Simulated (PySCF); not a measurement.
# Molecular orbitals of TlO

PBE0 at R = 2.192 Å; PySCF, scalar-relativistic core potentials, basis sets Tl cc-pVTZ-PP with ECP60, O cc-pVTZ. State: ²Σ⁺ (doublet), unpaired electrons σ ↑, a second solution, started from another occupation. Only the outer orbitals are listed, counted within each symmetry, core potentials removing the inner ones.

| spin | orbital | occ. | ε (eV) | on Tl (%) | main shells (%) |
| --- | --- | --- | --- | --- | --- |
| α | 6σ | 1 | -11.59 | 69 | 68 Tl s, 30 O p |
| α | 7σ | 1 | -8.23 | 45 | 56 O p, 28 Tl s, 15 Tl p |
| α | 3π | 1 | -7.17 | 8 | 92 O p |
| α | 3π | 1 | -7.17 | 8 | 92 O p |
| α | 4π | 0 | -1.63 | 95 | 93 Tl p |
| α | 4π | 0 | -1.63 | 95 | 93 Tl p |
| α | 8σ | 0 | -0.07 | 96 | 81 Tl p, 8 Tl d |
| β | 6σ | 1 | -10.62 | 93 | 92 Tl s |
| β | 3π | 1 | -6.45 | 11 | 89 O p, 9 Tl p |
| β | 3π | 1 | -6.45 | 11 | 89 O p, 9 Tl p |
| β | 7σ | 0 | -3.06 | 42 | 57 O p, 36 Tl p |
| β | 4π | 0 | -1.54 | 93 | 91 Tl p |
| β | 4π | 0 | -1.54 | 93 | 91 Tl p |

Which are the highest filled and the lowest empty level, where do they sit, and how wide is the gap?

Highest filled β 3π at -6.45 eV (in %: 89 O p, 9 Tl p); lowest empty β 7σ at -3.06 eV (in %: 57 O p, 36 Tl p); the gap at PBE0 is 3.39 eV.

```json
{"bond order (Mayer)": "1.11", "⟨S²⟩": "0.764", "charge on Tl (Mulliken, basis-dependent)": "0.49", "charge on Tl (Löwdin, basis-dependent)": "0.38", "dipole moment (positive dipole means Tl(−)O(+))": "-4.97 D"}
```

These are scalar-relativistic numbers at best; spin–orbit coupling would shift them, the dissociation energy most.
